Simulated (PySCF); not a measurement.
SMILES [CH3][Ge]([NH2])([NH2])[OH] (PBE0/def2-SVP optimised geometry):

```
13

C     -0.753     1.135     0.000
Ge    -0.293    -0.746     0.000
N     -1.096    -1.560    -1.424
N     -0.774    -1.812     1.407
O      1.494    -0.746     0.000
H     -0.299     1.636     0.866
H     -1.843     1.268     0.037
H     -0.368     1.615    -0.912
H     -0.888    -2.548    -1.533
H     -0.972    -1.095    -2.319
H     -1.767    -2.023     1.456
H     -0.455    -1.500     2.320
H      1.843    -1.636     0.121
```

Calculation: PySCF with PBE0/def2-TZVP.

What are the frontier orbital energies and the dipole moment?

HOMO-2 -8.56 eV, HOMO-1 -7.46 eV, HOMO -7.23 eV, LUMO 0.50 eV, LUMO+1 1.60 eV; dipole moment 0.99 D.

On the same geometry PBE/def2-TZVP run with PySCF 2.14.0 gives HOMO-2 -6.84 eV, HOMO-1 -5.96 eV, HOMO -5.74 eV, LUMO -0.34 eV, LUMO+1 0.75 eV; dipole moment 0.96 D.

Meta-Löwdin charges at PBE0/def2-TZVP: C1 -0.60, Ge2 1.16, N3 -0.73, N4 -0.73, O5 -0.77, H6 0.14, H7 0.13, H8 0.14, H9 0.23, H10 0.23, H11 0.23, H12 0.23, H13 0.34.
